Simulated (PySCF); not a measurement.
PySCF 2.14 output of a UHF calculation on a single atom or ion in aug-cc-pwCVDZ-PP with ECP10MDF (6s5p4d1f, 48 functions), with a scalar-relativistic core potential:

```
SCF conv_tol = 1e-09
number electrons alpha = 12  beta = 10
cycle= 1 E= -293.067599974841  delta_E= -0.00273  |g|= 0.0178  |ddm|= 0.0996
cycle= 2 E= -293.067950517238  delta_E= -0.000351  |g|= 0.00657  |ddm|= 0.0373
cycle= 3 E= -293.068009191041  delta_E= -5.87e-05  |g|= 0.000517  |ddm|= 0.0261
cycle= 4 E= -293.068009673029  delta_E= -4.82e-07  |g|= 0.000236  |ddm|= 0.00429
cycle= 5 E= -293.068009708853  delta_E= -3.58e-08  |g|= 5.9e-05  |ddm|= 0.00108
cycle= 6 E= -293.068009714505  delta_E= -5.65e-09  |g|= 8.95e-06  |ddm|= 0.000517
cycle= 7 E= -293.068009714615  delta_E= -1.09e-10  |g|= 1.04e-06  |ddm|= 7.56e-05
converged SCF energy = -293.068009714615  <S^2> = 2.0083777  2S+1 = 3.0055799
```

The run itself started from symmetry-adapted Hartree-Fock orbitals and held the occupation by maximum overlap, so the iterations belong to that start.

**Question.** Which element, charge and spin multiplicity is this?

**Answer.** Ge (germanium, neutral), multiplicity 3; the state was [Ar] 3d10 4s2 4p1 4d1, one real determinant (an excited configuration).

⟨L²⟩ = 8.03 against 12 for a pure F term, so this real determinant mixes terms. Energies and moments cover only the electrons outside the core potential. The outer electron is Rydberg-like, and this basis confines it to a smaller radius and binds it less than a complete one would. At UHF the highest occupied level has a positive energy, so only the finite basis holds that electron; for this excited configuration the basis is too tight for the outer shell.
